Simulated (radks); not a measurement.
Ag0.5+, configuration [Kr] 4d8.5 5s1 5p1 (fractional occupations, a model configuration). Method: scalar-relativistic Kohn-Sham, PBE, spin-unpolarised, spherical densities, point nucleus; computed with a radial shooting solver on a logarithmic mesh with Libxc functionals.

Normalised radial functions P(r) = r R(r), r in bohr:

r              4p
0.004689   0.0119
0.007339   0.0261
0.0114     0.0548
0.01784    0.1112
0.02792    0.2070
0.04335    0.3306
0.06785    0.4083
0.1053     0.2659
0.1649    -0.2071
0.256     -0.6174
0.4007    -0.2183
0.6272     0.8073
0.9738     1.1165
1.524      0.5459
2.367      0.1075
3.704      0.0063
5.752      0.0001
9.002      0.0000

4p: eigenvalue -70.524 eV, 2 radial nodes at r = 0.139, 0.443 bohr, <r> = 0.992 bohr, 90 % of the charge inside 1.46 bohr.
